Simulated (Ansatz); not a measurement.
`CO[SiH](F)[SiH3]` + H₂S → `CO[SiH](F)S` + SiH₄ at 298.15 K and 1 bar (cleavage of the Si–Si bond).

Calculated with Ansatz (gas phase, PBE0-D4/def2-TZVP geometries, no zero-point term in ΔE). CCSD(T)/CBS adds triple-zeta CCSD(T) − MP2 to the extrapolated MP2 energy (def2 sets, frozen cores). This one scheme is used for every species. Each species was taken in one conformer, which may not be the lowest.

```
           species  CCSD(T)/CBS energy (Eh)  H − E (kJ/mol)  S (J/(mol·K))
`CO[SiH](F)[SiH3]`               -795.47815           233.0          381.9
               H₂S               -398.97279            49.9          205.7
     `CO[SiH](F)S`               -903.01589           191.3          366.8
              SiH₄               -291.46306            92.1          204.8
```

H − E and S are ideal-gas, rigid-rotor, harmonic terms from PBE0-D4/def2-TZVP, for one conformer and one mirror image of each species. 1 Eh = 2625.50 kJ/mol, R = 8.31446 J/(mol·K).

**Question.** By hand: ΔE, ΔH, ΔS and ΔG.

**Answer.** ΔE = (-903.01589) + (-291.46306) − (-795.47815) − (-398.97279) = -0.02801 Eh = -73.5 kJ/mol. Δ(H − E) = 191.3 + 92.1 − 233.0 − 49.9 = 0.5, so ΔH = -73.0 kJ/mol. ΔS = 366.8 + 204.8 − 381.9 − 205.7 = -16.0 J/(mol·K). ΔG = -73.0 − 298.15 × (-16.0)/1000 = -68.2 kJ/mol.

**Question.** By hand: the equilibrium constant, and the temperature at which ΔG would vanish if ΔH and ΔS stayed fixed.

**Answer.** log₁₀ K = −ΔG/(RT ln 10) = 11.9. ΔG = 0 at ΔH/ΔS = 4562 K, far beyond where these terms or the molecules hold.

ΔH outweighs TΔS. A doubt of 5 kJ/mol in ΔE shifts log₁₀ K by 0.9 here. Other conformers and mirror images would add mixing entropy, several J/(mol·K) or more a flexible species. These are equilibria of isolated gas molecules and say nothing of rates. Largest T1 diagnostic: 0.012 (customary marks: 0.02 for closed shells, 0.045 for open ones).
